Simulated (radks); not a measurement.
Species: Ni IV. Configuration: [Ar] 3d7.

All-electron calculation, scalar-relativistic Kohn-Sham, r2SCAN, spin-unpolarised, spherical densities, finite nucleus; meta-GGA in the generalised Kohn-Sham scheme; Fermi nuclear charge, rms radius 3.7757 fm. Program: a radial shooting solver on a logarithmic mesh with Libxc functionals.

Energy parts (eV):
total: -41317.916
kinetic: 41895.289
electron-nucleus: -98184.559
Hartree: 16669.225
exchange-correlation: -1697.871

Orbitals (lengths in bohr, moments of r in powers of bohr; <r^-3> diverges for s and p1/2; r(max) is where P^2 peaks):
| orbital | occ. | eigenvalue (eV) | r(max) | <r> | <r^2> | <r^-3> |
|---|---|---|---|---|---|---|
| 1s | 2 | -8279.132 | 0.03540 | 0.05410 | 0.003938 | - |
| 2s | 2 | -1032.375 | 0.2043 | 0.2445 | 0.07057 | - |
| 2p | 6 | -892.1417 | 0.1649 | 0.2152 | 0.05685 | 624.7 |
| 3s | 2 | -154.3716 | 0.6377 | 0.7350 | 0.6225 | - |
| 3p | 6 | -112.9883 | 0.6453 | 0.7692 | 0.6951 | 80.35 |
| 3d | 7 | -47.1575 | 0.6227 | 0.8926 | 1.007 | 7.816 |

The highest occupied level is 3d at -47.158 eV. The electron density at the nucleus is 1.976e+04 e/bohr^3 (large components only).
